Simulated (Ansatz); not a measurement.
BH₂SF₃, singlet: at the end structure of a reaction step.

The input file, in.yaml:

```yaml
crystal:
  periodic: [false, false, false]
  atoms:
    - {symbol: B, position_ang: [-1.059972, -0.600378, -0.246676]}
    - {symbol: S, position_ang: [1.243524, 1.076274, -0.198119]}
    - {symbol: F, position_ang: [-0.734942, -1.145761, -1.400742]}
    - {symbol: F, position_ang: [-1.897104, 0.416023, -0.213243]}
    - {symbol: H, position_ang: [1.099087, 1.396671, 1.097284]}
    - {symbol: F, position_ang: [-0.736201, -1.213224, 0.875936]}
    - {symbol: H, position_ang: [2.085607, 0.070295, 0.085561]}
basis:
  gaussian: {orbitals: def2-TZVPP}
hamiltonian: {xc: pbe, dispersion: d4}
```

Command:

```bash
ansatz run in.yaml --threads 4 --pin off --events-out ev --progress --plain --max-ram 9574MiB
```

The run's output (Ansatz 0.2.0):

```
Functional definition: PBE
  name "PBE"
  cite "Perdew, Burke & Ernzerhof, Phys. Rev. Lett. 77, 3865 (1996) doi:10.1103/PhysRevLett.77.3865"
  parent pbe
  parameter kappa = 0.804
  parameter beta = 0.06672455060314922
  exchange = pbe_x(kappa = kappa, mu = beta*pi^2/3)
  correlation = pbe_c(beta = beta)
1039 factors; their error is unknown
mean field evaluation 1: about -19686.9591 eV, gradient 5.2e1 eV
mean field evaluation 2: about -19680.5541 eV, gradient 8.8e1 eV
mean field evaluation 4: about -19690.6657 eV, gradient 1.3e0 eV
mean field evaluation 8: about -19690.6695 eV, gradient 4.1e-2 eV
mean field -19690.66056009 eV, -723.6184287741 hartree, gradient 4.3e-5 eV, S^2 0.000000; 0 other end points of the search recorded, 0 dependent functions left out
reference -19690.66060027 eV, -723.6184302507 hartree; 25, 25 occupied and 169, 169 virtual orbitals, 1039 factors
Total energy: -19690.77915947 eV, -723.6227872209 hartree
```

The lines “mean field evaluation” count trial sets of orbitals through the whole run, from several starts and some on an approximate energy, so they need not fall steadily or lie above the final value.

Hardware: 4 CPU threads of an Arm Neoverse V2, shared host. Wall time about 0.85 s.
